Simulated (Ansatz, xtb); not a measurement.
# Two isomers of C4H9FOSi

Structure X: `F[C@@H]1C[C@@H]([SiH3])CO1`, a singlet. Structure Y: `F[C@@H]1COC[C@@H]1[SiH3]`, a singlet. Both are isolated molecules in the gas phase, relaxed with PBE0-D3(BJ)/def2-SVP, each in the lowest conformer that the search found.

Quicker runs give these differences E(Y) − E(X): GFN2-xTB +20.3 kJ/mol; HF/STO-3G +17.4 kJ/mol (at GFN2-xTB geometries); r2SCAN-D4/def2-SVP +41.9 kJ/mol (at GFN2-xTB geometries).

Estimate E(Y) − E(X) at the level CCSD(T)/def2-SVP + ΔMP2/def2-TZVPP.

Calculated at CCSD(T)/def2-SVP + ΔMP2/def2-TZVPP: E(Y) − E(X) = +38.6 kJ/mol, so structure X lies lower.

The same difference at several levels:

| level | geometry | E(Y) − E(X) (kJ/mol) | departure from the last row (kJ/mol) | job, with rough time for the two |
| --- | --- | --- | --- | --- |
| GFN2-xTB | GFN2-xTB | +20.3 | −18.4 | optimisation, 0.59 s |
| HF/STO-3G | GFN2-xTB | +17.4 | −21.3 | single point, 1.7 s |
| r2SCAN-D4/def2-SVP | GFN2-xTB | +41.9 | +3.2 | single point, 11 s |
| PBE0-D3(BJ)/def2-SVP | PBE0-D3(BJ)/def2-SVP | +39.6 | +0.9 | optimisation, 3.6 min |
| HF/def2-SVP | PBE0-D3(BJ)/def2-SVP | +39.2 | +0.6 | part of the CCSD(T) run |
| MP2/def2-SVP | PBE0-D3(BJ)/def2-SVP | +42.8 | +4.2 | part of the CCSD(T) run |
| CCSD(T)/def2-SVP | PBE0-D3(BJ)/def2-SVP | +40.2 | +1.6 | single point |
| CCSD(T)/def2-SVP + ΔMP2/def2-TZVPP | PBE0-D3(BJ)/def2-SVP | +38.6 |  | single point, 4.2 min |

As drawn, both hold the same kinds of bond in the same numbers.

The levels shown agree on the order. The largest departure from CCSD(T)/def2-SVP + ΔMP2/def2-TZVPP is that of HF/STO-3G, 21.3 kJ/mol. The last row adds to CCSD(T) the change of the MP2 difference between the two basis sets, here −1.6 kJ/mol.

With thermal terms from frequencies at re-optimised GFN2-xTB minima (ideal gas, soft modes damped towards free rotors, one conformer each, 298.15 K, 1 atm): on the last row, ΔE + ΔZPE = +39.0, ΔH = +38.8, ΔG = +39.5 kJ/mol.

The correlated steps freeze 11 core orbitals. Run with Ansatz 0.2.0, xtb 6.7.1; the last row on 2 threads of Intel(R) Xeon(R) Processor @ 2.50GHz (Skylake/Cascade Lake) on a shared host.
